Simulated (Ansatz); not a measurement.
Stepwise reaction of `C[CH](C)[Mg][CH](C)C` with hydrogen, as a gas-phase model of exchange steps in deposition or etching. ΔE in kJ/mol.

Calculated with Ansatz (gas phase, PBE0-D4/def2-TZVP geometries, no zero-point term in ΔE). CBS: MP2 limit from def2 TZ/QZ plus the TZ coupled-cluster correction, frozen cores. This one scheme is used for every species. Functionals use def2-TZVPP. B3LYP here is the variant with VWN-RPA as its local correlation; programs differ in this. For Mg outer-core shells are correlated without core-valence functions, which leaves a few kJ/mol of doubt a bond. Each species was taken in one conformer, which may not be the lowest.

| step | reaction | PBE-D4 | B3LYP-D4 | ωB97M-V | CCSD(T)/CBS |
| --- | --- | --- | --- | --- | --- |
| 1 | `C[CH](C)[Mg][CH](C)C` + H₂ → `C[CH](C)[MgH]` + `CCC` | -61.9 | -70.9 | -70.9 | -58.7 |
| 2 | `C[CH](C)[MgH]` + H₂ → `[MgH2]` + `CCC` | -61.6 | -70.4 | -71.0 | -62.6 |

(1) By hand: ΔE of the 2 steps together at CCSD(T)/CBS.

Results:

(1) (-58.7) + (-62.6) = -121.3 kJ/mol, or -60.7 kJ/mol a step.

In ΔE the steps differ by no more than 3.9 kJ/mol. All are downhill at CCSD(T)/CBS. PBE-D4 differs from CCSD(T)/CBS by -3.2 to 1.0 kJ/mol a step. Isolated molecules leave out the surface, adducts and barriers. Largest T1 diagnostic: 0.009.
